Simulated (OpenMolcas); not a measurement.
**O3+: effect of the basis set**

```yaml
Program: OpenMolcas
Method: "SS-CASPT2, IPEA 0.25 Eh, imaginary shift 0.1 Eh (closed shells correlated: 1s)"
Active_space: 3 electrons in 4 orbitals (2s 2p)
State_averaging: 2S+1 = 4 odd, 1 root; 2S+1 = 2 odd, 11 roots; 2S+1 = 4 even, 3 roots; 2S+1 = 2 even, 9 roots
Spin-orbit_coupling: state interaction with AMFI integrals over the reference wave functions, term energies averaged over their components
```

A. ANO-R1 [3s2p1d], X2C, finite nucleus; CASPT2 step about 1.2 core-seconds
B. ANO-L-VTZP [4s3p2d1f], non-relativistic, point nucleus; CASPT2 step roughly 2.1 core-seconds
C. ANO-RCC-VTZP [4s3p2d1f], DKH2, point nucleus; CASPT2 step roughly 1.8 core-seconds
D. ANO-R3 [4s4p2d1f], X2C, finite nucleus; CASPT2 step of the order of 2.3 core-seconds
E. ANO-R2 [4s4p2d1f], X2C, finite nucleus; CASPT2 step roughly 1.9 core-seconds
F. ANO-RCC-VQZP [5s4p3d2f1g], DKH2, point nucleus; CASPT2 step about 3 core-seconds

Energies in cm-1 above 2s2 2p 2P* 1/2, the measured ground level; measured values from Moore, Selected Tables of Atomic Spectra, NSRDS-NBS 3, section 10.

```csv
Level,A,B,C,D,E,F,Measured
2s2 2p 2P* 1/2,0.0,0.0,0.0,0.0,0.0,0.0,0.0
2s2 2p 2P* 3/2,338,356,359,351,351,353,386
2s 2p2 4P 1/2,63320,69360,70020,70090,70090,70080,71440
2s 2p2 4P 3/2,63440,69490,70150,70210,70210,70210,71570
2s 2p2 4P 5/2,63640,69700,70370,70420,70420,70420,71756
2s 2p2 2D 3/2,121020,127200,127640,127210,127210,126820,126950
2s 2p2 2D 5/2,121020,127200,127640,127220,127220,126820,126936
2s 2p2 2S 1/2,160580,165610,165800,164910,164910,164350,164366
2s 2p2 2P 1/2,173490,182890,183040,182480,182480,181990,180481
2s 2p2 2P 3/2,173730,183140,183290,182730,182730,182230,180724
2p3 4S* 3/2,215270,229960,231040,230570,230570,230560,231538
2p3 2D* 3/2,242840,255930,256870,256030,256040,255650,255185
2p3 2D* 5/2,242850,255930,256870,256030,256040,255650,255156
2p3 2P* 1/2,278570,291070,291720,290480,290480,290000,289015
2p3 2P* 3/2,278590,291090,291730,290500,290500,290020,289024
```

Deviations, from unrounded energies. A percentage is the sum of absolute deviations over the sum of measured energies, with the sign that they share, or ± where signs differ.

| Against measurement | Levels | A | B | C | D | E | F |
| --- | --- | --- | --- | --- | --- | --- | --- |
| mean absolute deviation (cm-1) | 14 | 8300 | 1400 | 1500 | 1100 | 1100 | 810 |
| fine structure of the ground term (%) | 1 | -12.5 | -7.7 | -6.9 | -9.0 | -9.0 | -8.4 |
| other configurations (%) | 13 | -5.0 | ±0.9 | ±0.9 | ±0.6 | ±0.6 | ±0.5 |

F lies closest to measurement on these levels and A furthest from it. The largest miss of F in the table is 2s 2p2 2P 3/2, by +1500 cm-1. The ranking rests on the paired levels alone, and a cruder setting can come out closer through cancelling errors.

Among A to F the level of the table that moves most is 2p3 4S* 3/2, by 16000 cm-1 (lowest in A, highest in C). Moves below CASPT2's spread within the term are not significant.

CASPT2 does not keep the components of a term degenerate, so their means are used; among the terms shown or strongly mixed into the levels shown the widest spread is 160 cm-1 (2p3 2D*, E). The basis is small and was not contracted for so high a charge (holds for A). Computed and measured levels are paired by configuration, term and J; levels that our copy of the source lacks, or whose pairing is in doubt (as where it misses far off the trend of its configuration), stay unpaired and out of the deviations. Only configurations of the active space appear.

* marks odd parity.
